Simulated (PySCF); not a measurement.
**Dipole response of Ge- (germanium, charge -1)**

[Ar] 3d10 4s2 4p3, high-spin 4S determinant. Computed with PySCF 2.14 in aug-cc-pVQZ-PP with ECP10MDF, with scalar relativity through the core potential. Coupled (time-dependent) response in atomic units; α is the mean over directions.

```csv
method,mean α (bohr³),C₆ (like pair),S(−4)
UHF,136.7,1999,9853
```

S(−4) is the Cauchy moment in α(ω) = α(0) + S(−4) ω² + …

α(iu) at UHF:

| u (hartree) | α(iu) (bohr³) |
| --- | --- |
| 0 | 136.7 |
| 0.0500 | 117.2 |
| 0.100 | 86.70 |
| 0.200 | 48.49 |
| 0.300 | 30.28 |
| 0.500 | 14.91 |
| 0.750 | 7.930 |
| 1.00 | 4.965 |
| 1.50 | 2.546 |
| 2.00 | 1.588 |
| 3.00 | 0.8172 |
| 5.00 | 0.3454 |

A single London oscillator, α(iu) = α/(1 + u²/ω²), gives C₆ = (3/4) ω α². Matching the computed C₆ needs ω = 4 × 1999 / (3 × 136.7²) = 0.143 hartree.

For an ion, C₆ is the dispersion term alone; charge-induced terms of lower order in 1/R come first.

Energies and moments cover only the electrons outside the core potential.
